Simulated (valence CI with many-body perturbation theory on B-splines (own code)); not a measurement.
Mn¹⁸⁺: calculated level list

Computed by relativistic CI+MBPT: five valence electrons over a frozen Dirac-Fock core [He], a basis of 11 s, 11 p, 10 d, 8 f, 5 g, 2 h functions for each j, with the one-electron correlation potential Σ1, the two-electron term Σ2, the three-electron term Σ3, Breit, model QED; selected CI, second order for the rest, scaled by the run's own slope (own B-spline code, finite nucleus).

No measured spectrum was set against this ion. As an estimate, levels of excited configurations hold to 0.05 to 0.15 % of their energy, terms of the ground configuration to about 0.5 %. Among the levels kept, up to 5400 cm⁻¹ of a level comes from second order outside the variational space, and about a tenth of that is noise between levels of different J, which matters for small intervals.

Levels 91 to 135 of 204, with energies above the lowest level, 2s²2p³ ⁴S°_3/2. "Leading %" is the weight of the configuration and term that name the level; weights of strongly mixed levels are sums over their largest components and can fall short, so below about 35 % the name and the second component can differ from the true leading terms, or belong to a minority configuration. In the jj column 3d3/2^4 stands for four electrons in 3d with j = 3/2. Lifetimes count E1, E2, E3, M1 and M2 decay at the calculated energies, and are blank where another channel may lead or the interval is too uncertain; long ones can be off by a factor of two.

| No. | Configuration | Term | J | E (eV) | Leading % | Leading jj | Lifetime | Second component |
| --- | --- | --- | --- | --- | --- | --- | --- | --- |
| 91 | 2s2p³3d | ⁶D° | 3/2 | 918.27 | 97 | 2s 2p1/2 2p3/2^2 3d3/2 (45 %) | 13.5 ps |  |
| 92 | 2s2p³3d | ⁶D° | 5/2 | 918.32 | 94 | 2s 2p1/2 2p3/2^2 3d3/2 (34 %) | 20.1 ps |  |
| 93 | 2s2p³3d | ⁶D° | 7/2 | 918.39 | 97 | 2s 2p1/2 2p3/2^2 3d5/2 (28 %) | 52.9 ps |  |
| 94 | 2s2p³3d | ⁶D° | 9/2 | 918.60 | 97 | 2s 2p1/2 2p3/2^2 3d5/2 (52 %) | 426 ps |  |
| 95 | 2s2p³3p | ⁴D | 1/2 | 922.54 | 77 | 2s 2p1/2^2 2p3/2 3p1/2 (44 %) | 1.32 ps | 17 % 2s2p³3p ²P |
| 96 | 2s2p³3p | ⁴D | 3/2 | 922.70 | 60 | 2s 2p1/2 2p3/2^2 3p1/2 (52 %) | 965 fs | 17 % 2s2p³3p ²P |
| 97 | 2s2p³3s | ²P° | 1/2 | 923.01 | 90 | 2s 2p1/2 2p3/2^2 3s (75 %) | 497 fs |  |
| 98 | 2s2p³3p | ⁴F | 5/2 | 924.14 | 48 | 2s 2p1/2 2p3/2^2 3p1/2 (61 %) | 7.29 ps | 46 % 2s2p³3p ⁴D |
| 99 | 2s2p³3s | ²P° | 3/2 | 924.34 | 73 | 2s 2p3/2^3 3s (43 %) | 452 fs | 19 % 2s2p³3s ²D° |
| 100 | 2s2p³3p | ⁴F | 3/2 | 924.59 | 64 | 2s 2p1/2^2 2p3/2 3p1/2 (49 %) | 878 fs | 20 % 2s2p³3p ²P |
| 101 | 2s2p³3p | ⁴F | 7/2 | 926.14 | 61 | 2s 2p1/2 2p3/2^2 3p1/2 (65 %) | 9.88 ps | 35 % 2s2p³3p ⁴D |
| 102 | 2s2p³3p | ⁴D | 5/2 | 926.83 | 56 | 2s 2p1/2 2p3/2^2 3p3/2 (40 %) | 6.24 ps | 34 % 2s2p³3p ⁴F |
| 103 | 2s2p³3p | ²P | 3/2 | 927.85 | 42 | 2s 2p1/2 2p3/2^2 3p3/2 (57 %) | 464 fs | 33 % 2s2p³3p ⁴D |
| 104 | 2s2p³3p | ⁴D | 7/2 | 928.11 | 65 | 2s 2p1/2 2p3/2^2 3p3/2 (67 %) | 3.45 ps | 26 % 2s2p³3p ⁴F |
| 105 | 2s2p³3p | ²P | 1/2 | 928.95 | 76 | 2s 2p1/2 2p3/2^2 3p3/2 (52 %) | 247 fs | 18 % 2s2p³3p ⁴D |
| 106 | 2s2p³3p | ⁴F | 9/2 | 929.42 | 99 | 2s 2p1/2 2p3/2^2 3p3/2 (99 %) | 103 ps |  |
| 107 | 2s2p³3p | ²F | 5/2 | 929.77 | 83 | 2s 2p1/2^2 2p3/2 3p3/2 (44 %) | 258 fs | 7 % 2s2p³3p ²D |
| 108 | 2s2p³3p | ²F | 7/2 | 930.61 | 83 | 2s 2p1/2 2p3/2^2 3p3/2 (66 %) | 315 fs | 14 % 2s2p³3p ⁴D |
| 109 | 2s2p³3d | ⁴D° | 5/2 | 930.84 | 94 | 2s 2p1/2 2p3/2^2 3d5/2 (29 %) | 165 fs |  |
| 110 | 2s2p³3d | ⁴D° | 3/2 | 931.08 | 96 | 2s 2p1/2 2p3/2^2 3d5/2 (39 %) | 163 fs |  |
| 111 | 2s2p³3d | ⁴D° | 7/2 | 931.42 | 96 | 2s 2p1/2 2p3/2^2 3d5/2 (32 %) | 143 fs |  |
| 112 | 2s2p³3d | ⁴D° | 1/2 | 931.50 | 98 | 2s 2p1/2 2p3/2^2 3d5/2 (55 %) | 154 fs |  |
| 113 | 2s2p³3p | ⁴P | 3/2 | 934.18 | 62 | 2s 2p1/2 2p3/2^2 3p3/2 (55 %) | 1.42 ps | 26 % 2s2p³3p ⁴S |
| 114 | 2s2p³3p | ⁴P | 1/2 | 935.07 | 94 | 2s 2p1/2^2 2p3/2 3p3/2 (50 %) | 9.25 ps |  |
| 115 | 2s2p³3p | ⁴P | 5/2 | 936.23 | 90 | 2s 2p1/2 2p3/2^2 3p1/2 (65 %) | 1.24 ps | 7 % 2s2p³3p ²D |
| 116 | 2s2p³3s | ⁴S° | 3/2 | 936.99 | 82 | 2s 2p1/2 2p3/2^2 3s (62 %) | 974 fs | 12 % 2s2p³3s ²P° |
| 117 | 2s2p³3p | ²D | 3/2 | 937.16 | 67 | 2s 2p1/2 2p3/2^2 3p3/2 (55 %) | 197 fs | 24 % 2s2p³3p ²P |
| 118 | 2s2p³3p | ²D | 5/2 | 939.27 | 81 | 2s 2p1/2 2p3/2^2 3p3/2 (81 %) | 239 fs | 8 % 2s2p³3p ⁴P |
| 119 | 2s2p³3p | ⁴D | 1/2 | 940.64 | 75 | 2s 2p1/2 2p3/2^2 3p1/2 (86 %) | 971 fs | 22 % 2s2p³3p ²P |
| 120 | 2s2p³3s | ²S° | 1/2 | 940.93 | 75 | 2s 2p1/2 2p3/2^2 3s (63 %) | 279 fs | 21 % 2s2p³3s ²P° |
| 121 | 2s2p³3s | ²D° | 5/2 | 941.19 | 93 | 2s 2p1/2 2p3/2^2 3s (70 %) | 483 fs | 5 % 2s2p³3s ⁴P° |
| 122 | 2s2p³3p | ⁴D | 3/2 | 941.84 | 81 | 2s 2p1/2 2p3/2^2 3p1/2 (54 %) | 1.63 ps | 5 % 2s2p³3p ⁴F |
| 123 | 2s2p³3s | ²D° | 3/2 | 941.85 | 88 | 2s 2p1/2 2p3/2^2 3s (62 %) | 539 fs | 8 % 2s2p³3s ²P° |
| 124 | 2s2p³3p | ⁴D | 5/2 | 943.01 | 76 | 2s 2p1/2 2p3/2^2 3p3/2 (40 %) | 1.55 ps | 10 % 2s2p³3p ⁴F |
| 125 | 2s2p³3p | ⁴S | 3/2 | 943.92 | 60 | 2s 2p1/2 2p3/2^2 3p3/2 (52 %) | 2.50 ps | 31 % 2s2p³3p ⁴P |
| 126 | 2s2p³3p | ⁴D | 7/2 | 944.94 | 77 | 2s 2p3/2^3 3p3/2 (58 %) | 1.81 ps | 11 % 2s2p³3p ²F |
| 127 | 2s2p³3p | ²P | 1/2 | 945.54 | 62 | 2s 2p1/2 2p3/2^2 3p3/2 (50 %) | 346 fs | 22 % 2s2p³3p ⁴D |
| 128 | 2s2p³3p | ⁴P | 1/2 | 946.62 | 77 | 2s 2p1/2 2p3/2^2 3p1/2 (64 %) | 537 fs | 9 % 2s2p³3p ²P |
| 129 | 2s2p³3p | ⁴P | 3/2 | 947.27 | 63 | 2s 2p1/2 2p3/2^2 3p3/2 (59 %) | 595 fs | 22 % 2s2p³3p ²D |
| 130 | 2s2p³3p | ⁴P | 5/2 | 947.61 | 63 | 2s 2p1/2 2p3/2^2 3p3/2 (33 %) | 682 fs | 27 % 2s2p³3p ²D |
| 131 | 2s2p³3p | ²D | 3/2 | 948.28 | 52 | 2s 2p1/2 2p3/2^2 3p3/2 (54 %) | 344 fs | 26 % 2s2p³3p ⁴P |
| 132 | 2s2p³3p | ²P | 3/2 | 950.24 | 59 | 2s 2p3/2^3 3p3/2 (48 %) | 275 fs | 33 % 2s2p³3p ²D |
| 133 | 2s2p³3p | ²D | 5/2 | 950.70 | 55 | 2s 2p3/2^3 3p3/2 (54 %) | 372 fs | 20 % 2s2p³3p ⁴P |
| 134 | 2s2p³3d | ⁴F° | 3/2 | 951.63 | 94 | 2s 2p1/2 2p3/2^2 3d3/2 (42 %) | 2.81 ps |  |
| 135 | 2s2p³3d | ⁴F° | 5/2 | 952.38 | 83 | 2s 2p1/2 2p3/2^2 3d3/2 (55 %) | 1.56 ps | 11 % 2s2p³3d ⁴G° |

Names give the largest LS component (configuration and term), which can be under half, so a name can repeat, a term be missing and a line seem to break the LS rules; names also repeat where a configuration has a term twice.
